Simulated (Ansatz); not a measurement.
Ansatz (a first-principles code) input (SVWN5/def2-TZVPD):

Ansatz 0.2 input:
```yaml
crystal:
  periodic: [false, false, false]
  atoms:
    - {symbol: Zr, position_ang: [-0.18544821, 0.12855980, -0.19408017]}
    - {symbol: O, position_ang: [1.56263140, -0.09477859, -0.41481558]}
    - {symbol: O, position_ang: [-0.63539036, -0.54802043, 1.38521642]}
basis:
  gaussian:
    orbitals: def2-TZVPD
hamiltonian:
  xc: {name: SVWN5}
magnetization: {spin_polarized: true, initial_magnetization: 2}
```

Output:

```
Functional definition: SVWN5
integrals: 0.03 GiB planned
689 factors; their error is unknown
mean field: 0.38 GiB planned
mean field evaluation 1: about -5332.2514 eV, gradient 5.7e1 eV
mean field evaluation 2: about -5055.6642 eV, gradient 2.2e2 eV
mean field evaluation 4: about -5342.8550 eV, gradient 1.5e1 eV
mean field evaluation 8: about -5344.0065 eV, gradient 1.3e-1 eV
mean field evaluation 16: about -5344.0046 eV, gradient 1.7e-4 eV
mean field evaluation 32: about -5343.2666 eV, gradient 5.0e-6 eV
mean field evaluation 64: about -5342.9601 eV, gradient 6.5e-1 eV
mean field evaluation 96: about -5342.9316 eV, gradient 1.6e-1 eV
mean field -5344.00460470 eV, -196.3885469263 hartree, gradient 2.2e-5 eV, S^2 2.004246; 11 other end points of the search recorded, 0 dependent functions left out
reference -5344.00464829 eV, -196.3885485282 hartree; 15, 13 occupied and 105, 107 virtual orbitals, 689 factors
Total energy: -5344.00464829 eV, -196.3885485282 hartree
```

This state (charge 0, triplet) is run at the relaxed geometry of the species with charge 0 and multiplicity 1, and is a spin state other than that species' own.
